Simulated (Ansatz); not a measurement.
Geometry optimisation, RKS PBE0/def2-SVP (Ansatz 0.2.0).

The input (input.yaml):

```yaml
crystal:
  periodic: [false, false, false]
  atoms:
    - { symbol: C, position_ang: [-0.2952, -1.6574, 1.2164] }
    - { symbol: C, position_ang: [-0.6985, -0.3986, 0.7809] }
    - { symbol: C, position_ang: [0.1283, 0.3713, -0.1948] }
    - { symbol: "N", position_ang: [0.3857, -0.1603, -1.535] }
    - { symbol: B, position_ang: [0.4347, 1.8953, 0.0325] }
    - { symbol: O, position_ang: [1.3563, 0.7715, 0.3616] }
    - { symbol: H, position_ang: [0.6071, -2.0721, 0.8735] }
    - { symbol: H, position_ang: [-0.9459, -2.1372, 1.886] }
    - { symbol: H, position_ang: [-1.6259, 0.0561, 1.1641] }
    - { symbol: H, position_ang: [1.0673, 0.3406, -2.0257] }
    - { symbol: H, position_ang: [-0.5927, 0.011, -2.0204] }
    - { symbol: H, position_ang: [0.2558, 2.9246, -0.5053] }
basis:
  gaussian: { orbitals: def2-SVP }
hamiltonian:
  xc: pbe0
relax:
  f_tol: 0.015
  max_steps: 40
output:
  orbitals: {}
```

Launched with:

```bash
$ ansatz run input.yaml --threads 2 --pin off --max-ram 3072MiB --backend cpu --events-out ev --progress --plain --runs-dir out
```

Q: Where does it end, and by what steps?

A: It converged. After 32 steps the energy has fallen by 2.050 eV; H11 moved furthest, 2.02 Å. Parted: C3–O6.

```tsv
step	energy less start (eV)	largest force component (eV/Å)	accepted
0	0.0000	5.360	yes
2	-1.3388	1.537	yes
4	-1.4635	0.718	yes
6	-1.5545	0.181	yes
8	-1.5821	0.458	yes
10	-1.6236	0.325	yes
12	-1.6607	1.245	yes
14	-1.8066	0.714	yes
16	-1.8542	0.729	no
18	-1.9307	0.536	yes
20	-1.9882	0.754	yes
22	-2.0202	0.211	yes
24	-2.0356	0.253	yes
26	-2.0457	0.119	yes
28	-2.0491	0.097	yes
30	-2.0497	0.042	yes
32	-2.0497	0.004	yes
```

```xyz
12
Properties=species:S:1:pos:R:3
C -0.828 -1.619 0.804
C -0.311 -0.384 0.892
C 0.079 0.417 -0.261
N 0.539 -0.214 -1.325
B 0.305 1.996 -0.086
O 1.325 1.859 0.670
H -0.981 -2.120 -0.157
H -1.160 -2.154 1.696
H -0.220 0.118 1.858
H 0.741 0.290 -2.180
H 0.861 -1.178 -1.272
H -0.273 2.935 -0.606
```

The run took 70 s on 2 threads of Intel(R) Xeon(R) 6975P-C (Granite Rapids), on a shared host, peak memory 0.29 GiB.
